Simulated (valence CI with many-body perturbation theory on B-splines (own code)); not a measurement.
## Level structure of Os⁶⁹⁺

Calculated by valence CI with perturbative core correlation (CI+MBPT): five valence electrons over a frozen Dirac-Fock core [He], a basis of 11 s, 11 p, 10 d, 8 f, 5 g, 2 h functions for each j, with the one-electron correlation potential Σ1 (screened to all orders), the two-electron term Σ2, the three-electron term Σ3, Breit, model QED; selected single and double excitations, second order for the rest, scaled by the run's own slope (own B-spline code, finite nucleus).

The last digits are not significant, and no measured levels were compared; by estimate large intervals hold to a few tenths of a per cent, small ones and those within an open d or f shell to about a per cent. Among the levels kept, up to 7600 cm⁻¹ of a level comes from second order outside the variational space, and about a tenth of that is noise between levels of different J, which matters for small intervals.

Levels 136 to 180 of 202, with energies above the lowest level, (2s^2 2p1/2^2 2p3/2) J=3/2. "Leading %" is the weight of the configuration and term that name the level; weights of strongly mixed levels are sums over their largest components and can fall short. In the jj column 3d3/2^4 stands for four electrons in 3d with j = 3/2. Lifetimes count E1, E2, E3, M1 and M2 decay at the calculated energies, and are blank where another channel may lead or the interval is too uncertain; long ones can be off by a factor of two.

```
No.  Configuration  Term     J  E (eV)  Leading %  Lifetime   Second component                      Leading jj
136        2s2p³3p    ⁴P   3/2   13389         38   1.86 fs    23 % 2s2p³3p ²D   2s 2p1/2 2p3/2^2 3p3/2 (97 %)
137       2s²2p²4d    ²D   5/2   13392         37   1.37 fs   18 % 2s²2p²4d ⁴D      2s^2 2p1/2^2 4d5/2 (100 %)
138        2s2p³3p    ⁴F   9/2   13392         98    133 fs                      2s 2p1/2 2p3/2^2 3p3/2 (98 %)
139        2s2p³3p    ⁴D   7/2   13394         64   4.88 fs    34 % 2s2p³3p ²F   2s 2p1/2 2p3/2^2 3p3/2 (99 %)
140       2s²2p²3d    ²D   5/2   13402         65    737 as   12 % 2s²2p²3d ²F       2s^2 2p3/2^2 3d5/2 (98 %)
141       2s²2p²4f   ²F°   5/2   13411         42   2.83 fs  29 % 2s²2p²4f ⁴G°      2s^2 2p1/2^2 4f5/2 (100 %)
142        2s2p³3p    ²P   3/2   13417         57   2.10 fs    28 % 2s2p³3p ⁴P   2s 2p1/2 2p3/2^2 3p3/2 (96 %)
143        2s2p³3p    ²D   5/2   13435         55   1.94 fs    26 % 2s2p³3p ⁴P   2s 2p1/2 2p3/2^2 3p3/2 (99 %)
144       2s²2p²4f   ²F°   7/2   13435         37   2.90 fs  17 % 2s²2p²4f ²G°      2s^2 2p1/2^2 4f7/2 (100 %)
145          2p⁴3p   ²P°   1/2   13440         71    963 as     19 % 2p⁴3p ⁴D°    2p1/2^2 2p3/2^2 3p1/2 (97 %)
146        2s2p³3d   ⁶D°   3/2   13456         42   4.60 fs   21 % 2s2p³3d ⁴D°   2s 2p1/2 2p3/2^2 3d3/2 (99 %)
147        2s2p³3d   ⁶D°   1/2   13457         48   2.66 fs   18 % 2s2p³3d ⁴D°   2s 2p1/2 2p3/2^2 3d3/2 (99 %)
148        2s2p³3d   ⁶D°   5/2   13461         35   2.98 fs   30 % 2s2p³3d ⁴F°   2s 2p1/2 2p3/2^2 3d3/2 (98 %)
149        2s2p³3d   ⁴G°   7/2   13470         36   1.45 fs   24 % 2s2p³3d ⁴D°   2s 2p1/2 2p3/2^2 3d3/2 (99 %)
150        2s2p³3p    ⁴P   3/2   13470         31   4.78 fs    25 % 2s2p³3p ⁴D  2s 2p1/2 2p3/2^2 3p3/2 (100 %)
151        2s2p³3p    ²P   1/2   13486         73   27.9 fs    16 % 2s2p³3p ⁴D   2s 2p1/2 2p3/2^2 3p3/2 (99 %)
152        2s2p³3p    ⁴P   5/2   13487         52   2.45 fs    17 % 2s2p³3p ⁴F   2s 2p1/2 2p3/2^2 3p3/2 (99 %)
153        2s2p³3p    ²F   7/2   13493         79   2.69 fs    14 % 2s2p³3p ⁴F  2s 2p1/2 2p3/2^2 3p3/2 (100 %)
154        2s2p³3p    ⁴P   3/2   13494         37   4.92 fs    21 % 2s2p³3p ²P  2s 2p1/2 2p3/2^2 3p3/2 (100 %)
155        2s2p³3p    ²D   5/2   13501         48   13.2 fs    18 % 2s2p³3p ⁴D   2s 2p1/2 2p3/2^2 3p3/2 (99 %)
156        2s2p³3d   ²G°   9/2   13503         44   86.5 fs   43 % 2s2p³3d ⁴G°   2s 2p1/2 2p3/2^2 3d3/2 (99 %)
157        2s2p³3p    ²D   3/2   13509         36   3.20 fs    23 % 2s2p³3p ²P  2s 2p1/2 2p3/2^2 3p3/2 (100 %)
158        2s2p³3p    ²D   5/2   13513         50   16.6 fs    20 % 2s2p³3p ⁴D   2s 2p1/2 2p3/2^2 3p3/2 (99 %)
159        2s2p³3p    ²P   1/2   13513         45   1.76 fs    20 % 2s2p³3p ²S   2s 2p1/2 2p3/2^2 3p3/2 (97 %)
160        2s2p³3d   ⁴F°   7/2   13514         40    661 as   30 % 2s2p³3d ⁴D°   2s 2p1/2 2p3/2^2 3d3/2 (98 %)
161        2s2p³3d   ⁴D°   5/2   13519         39    574 as   31 % 2s2p³3d ⁴P°   2s 2p1/2 2p3/2^2 3d3/2 (98 %)
162        2s2p³3d   ⁴P°   3/2   13527         43    489 as   30 % 2s2p³3d ⁴S°   2s 2p1/2 2p3/2^2 3d3/2 (98 %)
163        2s2p³3p    ²P   1/2   13538         60   4.77 fs    29 % 2s2p³3p ⁴P   2s 2p1/2 2p3/2^2 3p3/2 (99 %)
164        2s2p³3p    ²D   3/2   13540         48   4.90 fs    30 % 2s2p³3p ²P   2s 2p1/2 2p3/2^2 3p3/2 (99 %)
165        2s2p³3d   ⁶D°   9/2   13564         50    236 fs   23 % 2s2p³3d ⁴G°  2s 2p1/2 2p3/2^2 3d5/2 (100 %)
166        2s2p³3d   ⁴F°   3/2   13569         62   3.59 fs   12 % 2s2p³3d ²D°   2s 2p1/2 2p3/2^2 3d3/2 (94 %)
167        2s2p³3d   ⁴D°   7/2   13570         41   17.3 fs   28 % 2s2p³3d ⁶D°   2s 2p1/2 2p3/2^2 3d5/2 (98 %)
168        2s2p³3d   ⁴D°   1/2   13581         80   2.87 fs   10 % 2s2p³3d ⁴P°   2s 2p1/2 2p3/2^2 3d3/2 (57 %)
169        2s2p³3d   ⁴G°   5/2   13593         31   2.96 fs   17 % 2s2p³3d ²D°   2s 2p1/2 2p3/2^2 3d3/2 (93 %)
170        2s2p³3d   ⁴D°   3/2   13595         36   2.66 fs   29 % 2s2p³3d ⁴F°   2s 2p1/2 2p3/2^2 3d3/2 (98 %)
171        2s2p³3d   ²G°   7/2   13598         70   21.7 fs   11 % 2s2p³3d ⁴G°   2s 2p1/2 2p3/2^2 3d3/2 (96 %)
172        2s2p³3d   ⁴D°   5/2   13603         28   1.51 fs   21 % 2s2p³3d ⁴F°   2s 2p1/2 2p3/2^2 3d3/2 (59 %)
173        2s2p³3d   ²P°   1/2   13609         41    835 as   34 % 2s2p³3d ⁴D°   2s 2p1/2 2p3/2^2 3d3/2 (58 %)
174        2s2p³3d   ⁴G°  11/2   13610        100    299 fs                     2s 2p1/2 2p3/2^2 3d5/2 (100 %)
175        2s2p³3d   ²F°   5/2   13613         36   1.07 fs   19 % 2s2p³3d ⁴D°   2s 2p1/2 2p3/2^2 3d3/2 (61 %)
176        2s2p³3d   ⁴F°   9/2   13614         68    124 fs   30 % 2s2p³3d ²G°   2s 2p1/2 2p3/2^2 3d5/2 (99 %)
177        2s2p³3d   ⁴D°   3/2   13615         35    574 as   11 % 2s2p³3d ²D°   2s 2p1/2 2p3/2^2 3d5/2 (73 %)
178        2s2p³3d   ⁴D°   1/2   13616         26    643 as   24 % 2s2p³3d ⁴P°   2s 2p1/2 2p3/2^2 3d3/2 (57 %)
179        2s2p³3d   ²D°   3/2   13622         34    478 as   11 % 2s2p³3d ²P°   2s 2p1/2 2p3/2^2 3d3/2 (82 %)
180        2s2p³3d   ²F°   5/2   13624         38    464 as   22 % 2s2p³3d ²D°   2s 2p1/2 2p3/2^2 3d3/2 (81 %)
```
